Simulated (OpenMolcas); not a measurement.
**neutral aluminium: input and output**

Input:

```
&GATEWAY
Coord
1

Al 0.0 0.0 0.0
Basis=ANO-RCC-VTZP
Group=XYZ
NoMove
AngMom=0.0 0.0 0.0
AMFI
&SEWARD
* reference wave functions (RASSCF and RASSI steps not shown): 3 electrons in 9 orbitals (RAS2 3s 3p; RAS3 3d, at most 2 electrons)
>>> COPY JOB002 $Project.JobIph
&CASPT2
Multistate=3 1 2 3
Frozen=1 0
IPEA=0.25
Imaginary=0.1
MaxIter=60
WThr=0.0 0.3 0.05
PrWF=0.5
NoMix
>>> COPY JOB003 $Project.JobIph
&CASPT2
Multistate=3 1 2 3
Frozen=1 0
IPEA=0.25
Imaginary=0.1
MaxIter=60
WThr=0.0 0.3 0.05
PrWF=0.5
NoMix
>>> COPY JOB004 $Project.JobIph
&CASPT2
Multistate=5 1 2 3 4 5
Frozen=1 0
IPEA=0.25
Imaginary=0.1
MaxIter=60
WThr=0.0 0.3 0.05
PrWF=0.5
NoMix
```

Output, cut to the results:

```
--- CASPT2 ---
Orbital specifications:
      -----------------------

      Symmetry species                           1   2
                                                ag  au
      Frozen orbitals                            1   0
      Inactive orbitals                          1   3
      Active orbitals                            6   3
      Secondary orbitals                         7  13
      Deleted orbitals                           0   0
      Number of basis functions                 15  19
Type of calculation                        MS-CASPT2
      Fock operator                              state-specific
      IPEA shift                                 0.25
      Real shift                                 0.00
      Imaginary shift                            0.10
      The input orbitals will be transformed to quasi-canonical
Reference energy:        -242.3553973969
      E2 (Non-variational):      -0.2172444589
      Shift correction:          -0.0001224857
      E2 (Variational):          -0.2173669446
      Total energy:            -242.5727643415
      Residual norm:              0.0000001850
      Reference weight:           0.97864
      Contributions to the CASPT2 correlation energy
      Active & Virtual Only:         -0.0091169051
      One Inactive Excited:          -0.0140343362
      Two Inactive Excited:          -0.1940932175
Reference energy:        -242.3553973969
      E2 (Non-variational):      -0.2173042439
      Shift correction:          -0.0001254256
      E2 (Variational):          -0.2174296694
      Total energy:            -242.5728270664
      Residual norm:              0.0000001879
      Reference weight:           0.97852
      Contributions to the CASPT2 correlation energy
      Active & Virtual Only:         -0.0091766518
      One Inactive Excited:          -0.0140343744
      Two Inactive Excited:          -0.1940932176
::    CASPT2 Root  1     Total energy:   -242.57276434
::    CASPT2 Root  2     Total energy:   -242.57282707
::    CASPT2 Root  3     Total energy:   -242.57279201
::    MS-CASPT2 Root  1     Total energy:   -242.57282707
::    MS-CASPT2 Root  2     Total energy:   -242.57279201
::    MS-CASPT2 Root  3     Total energy:   -242.57276434
--- CASPT2 ---
Orbital specifications:
      -----------------------

      Symmetry species                           1   2
                                                ag  au
      Frozen orbitals                            1   0
      Inactive orbitals                          1   3
      Active orbitals                            6   3
      Secondary orbitals                         7  13
      Deleted orbitals                           0   0
      Number of basis functions                 15  19
Type of calculation                        MS-CASPT2
      Fock operator                              state-specific
      IPEA shift                                 0.25
      Real shift                                 0.00
      Imaginary shift                            0.10
      The input orbitals will be transformed to quasi-canonical
Reference energy:        -242.2360989625
      E2 (Non-variational):      -0.2094888615
      Shift correction:          -0.0000423545
      E2 (Variational):          -0.2095312160
      Total energy:            -242.4456301785
      Residual norm:              0.0000001140
      Reference weight:           0.98379
      Contributions to the CASPT2 correlation energy
      Active & Virtual Only:         -0.0042170492
      One Inactive Excited:          -0.0115629239
      Two Inactive Excited:          -0.1937088884
Reference energy:        -242.2360989625
      E2 (Non-variational):      -0.2094883523
      Shift correction:          -0.0000423536
      E2 (Variational):          -0.2095307059
      Total energy:            -242.4456296684
      Residual norm:              0.0000001140
      Reference weight:           0.98379
      Contributions to the CASPT2 correlation energy
      Active & Virtual Only:         -0.0042170479
      One Inactive Excited:          -0.0115624160
      Two Inactive Excited:          -0.1937088884
::    CASPT2 Root  1     Total energy:   -242.44563018
::    CASPT2 Root  2     Total energy:   -242.44562967
::    CASPT2 Root  3     Total energy:   -242.44562961
::    MS-CASPT2 Root  1     Total energy:   -242.44563018
::    MS-CASPT2 Root  2     Total energy:   -242.44562967
::    MS-CASPT2 Root  3     Total energy:   -242.44562961
--- CASPT2 ---
Orbital specifications:
      -----------------------

      Symmetry species                           1   2
                                                ag  au
      Frozen orbitals                            1   0
      Inactive orbitals                          1   3
      Active orbitals                            6   3
      Secondary orbitals                         7  13
      Deleted orbitals                           0   0
      Number of basis functions                 15  19
Type of calculation                        MS-CASPT2
      Fock operator                              state-specific
      IPEA shift                                 0.25
      Real shift                                 0.00
      Imaginary shift                            0.10
      The input orbitals will be transformed to quasi-canonical
Reference energy:        -242.1800981227
      E2 (Non-variational):      -0.2168854284
      Shift correction:          -0.0001761660
      E2 (Variational):          -0.2170615944
      Total energy:            -242.3971597171
      Residual norm:              0.0000005285
      Reference weight:           0.97568
      Contributions to the CASPT2 correlation energy
      Active & Virtual Only:         -0.0106124311
      One Inactive Excited:          -0.0120927469
      Two Inactive Excited:          -0.1941802504
Reference energy:        -242.1800981227
      E2 (Non-variational):      -0.2169043847
      Shift correction:          -0.0001747036
...
```

Levels above the lowest, from the spin-orbit matrix with the single-state CASPT2 energies, averaged by term, on its diagonal:

```csv
Configuration,Term,J,E (cm-1),Measured (cm-1),g,Term weight %
3s2 3p,2P*,1/2,0.0,0.0,0.666,100
3s2 3p,2P*,3/2,106,112,1.334,100
3s 3p2,4P,1/2,27920,29020,2.671,100
3s 3p2,4P,3/2,27960,29067,1.735,100
3s 3p2,4P,5/2,28020,29143,1.601,100
3s 3p2,2D,3/2,38610,,0.800,100
3s 3p2,2D,5/2,38620,,1.200,100
```

Against the 4 measured excited levels shown (NIST Handbook of Basic Atomic Spectroscopic Data) the mean absolute deviation is 840 cm-1; the largest miss in energy is 3s 3p2 4P 5/2: computed 28020, measured 29143 cm-1 (-3.9 %), and the largest in proportion 3s2 3p 2P* 3/2 (-5.2 %).

Term energies are means over components that CASPT2 splits; among the terms shown or strongly mixed into the levels shown the widest spread is 14 cm-1 (3s2 3p 2P*). Active for correlation alone: 3d; no level in the range computed is led by a configuration that fills it, so any true level of that kind is missing. Some terms mix strongly with configurations of 3d, whose occupation reaches 0.21 (3s 3p2 2D). Measured partners are found by configuration, term and J. A level has none where our copy of the source lacks it or the pairing is in doubt (some pairs that miss far off the trend of their configuration count as doubtful), and it then counts in no deviation. Only configurations of the active space appear. The first state left out of the spin-orbit step lies near 56000 cm-1 above the lowest spin-free state of the reference (among the parities and spins computed), and the list stops at four fifths of that energy or lower.

The term weight is that of the spin-free term in the level, not the purity of its configuration. * marks odd parity.
